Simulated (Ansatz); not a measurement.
Relaxation of C₂H₇AlFNSi (13 atoms, charge 0, multiplicity 1), to a largest force component of 0.02 eV/Å in at most 50 steps.

All numbers below come from RKS PBE0-D4/def2-SVP (Ansatz).

```xyz
13
Properties=species:S:1:pos:R:3
N -0.889 -2.281 0.644
C -0.357 -1.128 0.368
Si 1.450 -0.951 0.494
Al -1.341 0.407 -0.285
C -0.514 2.105 -0.758
F 0.406 1.909 -1.746
H -0.383 -3.059 0.956
H 2.134 -1.204 -0.808
H 2.001 -1.893 1.541
H 1.821 0.416 0.956
H -3.008 0.256 -0.421
H 0.021 2.516 0.174
H -1.322 2.873 -1.101
```

Question: Where does it end, and by what steps?

Answer: The forces met the threshold. The force dipped under the threshold on the way, but the program's further checks kept it going. After 23 steps the energy has fallen by 0.723 eV; F6 moved furthest, 1.12 Å.

```json
{"step": "0", "energy less start (eV)": "0.0000", "largest force component (eV/Å)": "2.944", "accepted": "yes"}
{"step": "1", "energy less start (eV)": "-0.5215", "largest force component (eV/Å)": "1.410", "accepted": "yes"}
{"step": "2", "energy less start (eV)": "-0.6361", "largest force component (eV/Å)": "0.435", "accepted": "yes"}
{"step": "3", "energy less start (eV)": "-0.5831", "largest force component (eV/Å)": "1.430", "accepted": "no"}
{"step": "4", "energy less start (eV)": "-0.6657", "largest force component (eV/Å)": "0.306", "accepted": "yes"}
{"step": "5", "energy less start (eV)": "-0.6872", "largest force component (eV/Å)": "0.196", "accepted": "yes"}
{"step": "6", "energy less start (eV)": "-0.6959", "largest force component (eV/Å)": "0.206", "accepted": "yes"}
{"step": "7", "energy less start (eV)": "-0.7069", "largest force component (eV/Å)": "0.163", "accepted": "yes"}
{"step": "8", "energy less start (eV)": "-0.7132", "largest force component (eV/Å)": "0.161", "accepted": "yes"}
{"step": "9", "energy less start (eV)": "-0.7153", "largest force component (eV/Å)": "0.279", "accepted": "yes"}
{"step": "10", "energy less start (eV)": "-0.7187", "largest force component (eV/Å)": "0.064", "accepted": "yes"}
{"step": "11", "energy less start (eV)": "-0.7183", "largest force component (eV/Å)": "0.105", "accepted": "no"}
{"step": "12", "energy less start (eV)": "-0.7197", "largest force component (eV/Å)": "0.017", "accepted": "yes"}
{"step": "13", "energy less start (eV)": "-0.7202", "largest force component (eV/Å)": "0.153", "accepted": "yes"}
{"step": "14", "energy less start (eV)": "-0.7207", "largest force component (eV/Å)": "0.131", "accepted": "yes"}
{"step": "15", "energy less start (eV)": "-0.7213", "largest force component (eV/Å)": "0.050", "accepted": "yes"}
{"step": "16", "energy less start (eV)": "-0.7218", "largest force component (eV/Å)": "0.046", "accepted": "yes"}
{"step": "17", "energy less start (eV)": "-0.7219", "largest force component (eV/Å)": "0.123", "accepted": "yes"}
{"step": "18", "energy less start (eV)": "-0.7223", "largest force component (eV/Å)": "0.048", "accepted": "yes"}
{"step": "19", "energy less start (eV)": "-0.7225", "largest force component (eV/Å)": "0.020", "accepted": "yes"}
{"step": "20", "energy less start (eV)": "-0.7227", "largest force component (eV/Å)": "0.008", "accepted": "yes"}
{"step": "21", "energy less start (eV)": "-0.7225", "largest force component (eV/Å)": "0.057", "accepted": "no"}
{"step": "22", "energy less start (eV)": "-0.7228", "largest force component (eV/Å)": "0.021", "accepted": "yes"}
{"step": "23", "energy less start (eV)": "-0.7228", "largest force component (eV/Å)": "0.014", "accepted": "yes"}
```

```xyz
13
Properties=species:S:1:pos:R:3
N -1.002 -2.080 0.784
C -0.317 -1.060 0.393
Si 1.590 -1.001 0.386
Al -1.510 0.416 -0.181
C -0.598 2.078 -0.779
F 0.782 1.885 -0.687
H -0.394 -2.860 1.088
H 2.105 -0.774 -0.997
H 2.077 -2.330 0.887
H 2.087 0.080 1.287
H -3.091 0.288 -0.171
H -0.866 2.966 -0.173
H -0.841 2.357 -1.823
```

Run time: 94 s on 2 threads of Arm Neoverse V2, with other jobs on the host, peak memory 0.32 GiB.
